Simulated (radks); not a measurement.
Valence configurations of the cerium ion Ce2+ (all share [Xe]). Method: Dirac Kohn-Sham, BLYP, spin-unpolarised, spherical densities, point nucleus; open shells fill j = l - 1/2 first; computed with a radial shooting solver on a logarithmic mesh with Libxc functionals. Energies are relative to 4f2; eigenvalues in eV.

| valence | E (eV) | e(4f5/2) | e(5d3/2) | e(6p1/2) | e(6s1/2) |
|---|---|---|---|---|---|
| 4f2 | 0.000 | -12.904 | - | - | - |
| 6s2 | 11.988 | - | - | - | -16.622 |
| 4f1.5 5d0.5 | 0.136 | -15.346 | -14.168 | - | - |
| 4f1 6s1 | 2.535 | -20.647 | - | - | -14.938 |
| 6p2 | 20.030 | - | - | -13.433 | - |
| 4f1 5d1 | 1.230 | -18.131 | -14.887 | - | - |
| 5d2 | 6.842 | - | -16.350 | - | - |
| 5d1 6s1 | 9.030 | - | -18.142 | - | -15.581 |
| 4f1.5 6p0.5 | 2.219 | -16.964 | - | -10.931 | - |

NIST lists [Xe] 4f2 as the ground configuration; this level of theory agrees among the configurations tried. The energies are those of spherical spin-averaged densities, not of single terms.
